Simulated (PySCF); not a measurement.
Hf(F)3(OH)(OH2) (F3H3HfO2), SMILES [OH][Hf](<-[OH2])([F])([F])[F], multiplicity 1. The structure is a stationary point at PBE-D3(BJ)/def2-SVP. The spin state was assumed, not searched. The def2 effective core potentials stand for the cores of Hf; spin–orbit coupling is left out. One conformer was computed; it need not be the lowest.

Computed equilibrium geometry at PBE-D3(BJ)/def2-SVP (PySCF confirms it by a frequency run) as Cartesian coordinates in Å, and its point group (one conformer of several):
point group Cs.
```xyz
9

Hf    -0.1453     0.0136     0.0000
F      0.3983    -0.8382    -1.6695
F     -0.0634     1.9431     0.0000
F      0.3983    -0.8382     1.6695
O     -2.0361    -0.3490     0.0000
H     -2.9654    -0.6058     0.0000
O      2.2440     0.0974     0.0000
H      2.5832    -0.3811     0.7821
H      2.5832    -0.3811    -0.7821
```
Charge 0, spin multiplicity 1.
